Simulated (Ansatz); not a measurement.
System: HS2, charge -1, singlet. HS2- (SMILES [S-]S).
B3LYP-D3(BJ)/def2-TZVP minimum from Ansatz (a program for electronic structure):
```
S
H 1 1.3545
S 1 2.1097 2 102.24
```
Charge -1, spin multiplicity 1.

Total energies in aug-cc-pV(T+d)Z, 14 correlated electrons, 10 frozen orbitals. UHF or UKS for unpaired electrons; spin-orbit terms are left out. Cores are frozen in correlated methods. No relativity.

```json
[
 {"method": "HF", "program": "Ansatz", "energy (Eh)": "-795.70854", "minus CCSDT(Q) (mEh)": "425.44"},
 {"method": "MP2", "program": "Ansatz", "energy (Eh)": "-796.07954", "minus CCSDT(Q) (mEh)": "54.44"},
 {"method": "CCSD", "program": "Ansatz", "energy (Eh)": "-796.11021", "minus CCSDT(Q) (mEh)": "23.77"},
 {"method": "CCSD(T)", "program": "Ansatz", "energy (Eh)": "-796.13161", "minus CCSDT(Q) (mEh)": "2.37"},
 {"method": "CCSDT(Q)", "program": "Ansatz", "energy (Eh)": "-796.13399", "minus CCSDT(Q) (mEh)": "0.00"}
]
```

Rough core times of Ansatz's runs on a shared machine: CCSD(T) 30 s, CCSDT(Q) 40 min.
